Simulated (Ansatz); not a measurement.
C2H5ClOSi2, SMILES O[SiH2]C#C[SiH2]Cl.

Coordinates come from a B3LYP-D3(BJ)/def2-SVP optimisation. The structure was generated by enumeration, and PubChem lists no compound with its InChIKey, so it may never have been made. Other conformers were not sampled.

Two levels are set side by side: PBE/def2-SVPD (Ansatz, a program for electronic structure) and CAM-B3LYP/def2-SVPD (Ansatz). Energy differences of separate SCF runs at the same geometry; the states with an electron removed or added have multiplicity 2 and 2. Differences are taken from unrounded values.

```json
[
 {"quantity": "vertical ionisation energy (eV)", "CAM-B3LYP": "10.56"},
 {"quantity": "vertical singlet–triplet gap (eV)", "CAM-B3LYP": "4.64"}
]
```

Task: What does PBE give, and how far is it from CAM-B3LYP? (The exact figures need the calculation; the answer reports its results.)

Result: 
```json
[
 {"quantity": "vertical ionisation energy (eV)", "PBE": "9.78", "PBE minus CAM-B3LYP": "-0.78"},
 {"quantity": "vertical singlet–triplet gap (eV)", "PBE": "4.51", "PBE minus CAM-B3LYP": "-0.13"}
]
```
